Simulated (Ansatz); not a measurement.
C₂H₇FSeSi, singlet, geometry from GFN2-xTB; SC-NEVPT2/STO-3G, CASSCF(4,6) in Ansatz (a first-principles code).

The Ansatz input:
Ansatz 0.2 input:
```yaml
crystal:
  periodic: [false, false, false]
  atoms:
    - {symbol: C, position_ang: [1.86852113, -0.19511462, -1.38500973]}
    - {symbol: Si, position_ang: [0.44183777, -0.67595344, -0.23260998]}
    - {symbol: C, position_ang: [-0.69500712, -2.04219594, -0.89266117]}
    - {symbol: F, position_ang: [1.09511831, -1.21695653, 1.14139916]}
    - {symbol: Se, position_ang: [-0.75204851, 1.16517525, 0.45414483]}
    - {symbol: H, position_ang: [1.50584960, 0.21310940, -2.32308826]}
    - {symbol: H, position_ang: [2.50069440, 0.55535514, -0.91864914]}
    - {symbol: H, position_ang: [2.48740735, -1.05733787, -1.61211900]}
    - {symbol: H, position_ang: [-1.45364475, -2.29657896, -0.15769892]}
    - {symbol: H, position_ang: [-1.20326891, -1.73638158, -1.80167627]}
    - {symbol: H, position_ang: [-0.12899785, -2.94193642, -1.11204267]}
    - {symbol: H, position_ang: [-1.22126776, 1.48763229, -0.86567731]}
basis:
  gaussian:
    orbitals: STO-3G
magnetization: {spin_polarized: false}
correlation: {method: sc_nevpt2, electrons: all, active_space: {window: {electrons: 4, orbitals: 6}}}
```

### Question
Write the output that Ansatz gives for this input, abridged.

### Answer

```
Functional definition: HF
586 factors; integrals over basis functions are off by at most 4.6e-5 eV
mean field evaluation 1: about -77173.6062 eV, gradient 2.3e1 eV
mean field evaluation 2: about -77173.7099 eV, gradient 2.3e1 eV
mean field evaluation 4: about -77176.2872 eV, gradient 1.3e0 eV
mean field evaluation 8: about -77176.2989 eV, gradient 1.8e-2 eV
mean field -77176.29894991 eV, -2836.1766744349 hartree, gradient 9.7e-7 eV, S^2 0.000000; 0 other end points of the search recorded, 0 dependent functions left out
reference -77176.29894991 eV, -2836.1766744349 hartree; 38, 38 occupied and 11, 11 virtual orbitals, 586 factors
state -77177.23245350 eV, -2836.2109800591 hartree
state -77177.23245350 eV, -2836.2109800591 hartree; corrected -77181.28424384 eV, -2836.3598806078 hartree
state -77177.14000820 eV, -2836.2075827570 hartree
state -77177.14000820 eV, -2836.2075827570 hartree; corrected -77181.23509603 eV, -2836.3580744588 hartree
state -77177.23245350 eV, -2836.2109800591 hartree; corrected -77181.28424384 eV, -2836.3598806078 hartree
state -77177.07092547 eV, -2836.2050440135 hartree
state -77177.07092547 eV, -2836.2050440135 hartree; corrected -77181.23963884 eV, -2836.3582414041 hartree
state -77177.23245350 eV, -2836.2109800591 hartree; corrected -77181.28424384 eV, -2836.3598806078 hartree
2 active orbitals were swapped for others, from the solution at -77177.13996260 eV, -2836.2075810812 hartree to that at -77177.23240825 eV, -2836.2109783961 hartree; typed "places" are swapped only where nearly empty or full, and so, without "given_window_search", are "orbital_numbers", "shells" and a window whose orbitals a file names under [Active]
WARN: 1 active orbitals are nearly empty or full. The corrections depend on them more than the energy does, and are more stable in an active space without them
Total energy: -77181.28424384 eV, -2836.3598806078 hartree
```
